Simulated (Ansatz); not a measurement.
Reaction (redistribution): `BCBC` + `COB([SiH3])Cl` → `CBB([SiH3])Cl` + `BCOC`

Gas-phase electronic energies from Ansatz, PBE0-D4/def2-TZVP geometries. CCSD(T)/CBS is the MP2 limit (def2-TZVPP, def2-QZVPP) plus CCSD(T) − MP2 in def2-TZVPP, frozen cores. Functionals use def2-TZVPP. B3LYP here is the variant with VWN-RPA as its local correlation; programs differ in this. Each species was taken in one conformer, which may not be the lowest.

```
             level  ΔE (kcal/mol)
            PBE-D4           59.6
           PBE0-D4           60.5
           ωB97M-V           62.6
             B3LYP           60.4
   CCSD/def2-TZVPP           61.9
     HF/def2-QZVPP           60.2
SCS-MP2/def2-QZVPP           63.7
     MP2/CBS(def2)           65.6
```

What does CCSD(T)/CBS give? (An estimate is asked.)

Computed: +62.7 kcal/mol. The listed levels differ from it by -3.1, -2.2, -0.1, -2.3, -0.8, -2.5, 1.0, 2.9 kcal/mol.

Largest T1 diagnostic among the species: 0.013.

In def2-TZVPP, CCSD(T) changes the Hartree–Fock value by +2.4 kcal/mol (the triples alone add +0.6 kcal/mol) and MP2 by +5.3 kcal/mol. From PBE to PBE0 (25 % exact exchange), in def2-TZVPP and without D4, ΔE moves by +1.0 kcal/mol.
